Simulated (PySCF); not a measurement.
C4H12Ge, SMILES [CH3][Ge]([CH3])([CH3])[CH3]. The structure is a stationary point at B3LYP-D3(BJ)/def2-SVP. The isomer is the one that the SMILES or the coordinates give; other isomers of the formula were not compared.

Computed equilibrium geometry at B3LYP-D3(BJ)/def2-SVP (PySCF confirms it by a frequency run) as a Z-matrix, and its point group:
point group Td.
```
Ge
C 1 1.9703
H 2 1.1013 1 110.66
H 2 1.1013 3 108.26 1 121.43
H 2 1.1013 3 108.26 4 117.15
C 1 1.9703 2 109.47 3 60.00
H 6 1.1013 1 110.66 2 60.00
H 6 1.1013 7 108.26 1 -121.43
H 6 1.1013 7 108.26 8 -117.15
C 1 1.9703 2 109.47 3 180.00
H 10 1.1013 1 110.66 2 180.00
H 10 1.1013 11 108.26 1 121.43
H 10 1.1013 11 108.26 12 117.15
C 1 1.9703 2 109.47 3 -60.00
H 14 1.1013 1 110.66 2 -60.00
H 14 1.1013 15 108.26 1 121.43
H 14 1.1013 15 108.26 16 117.15
```
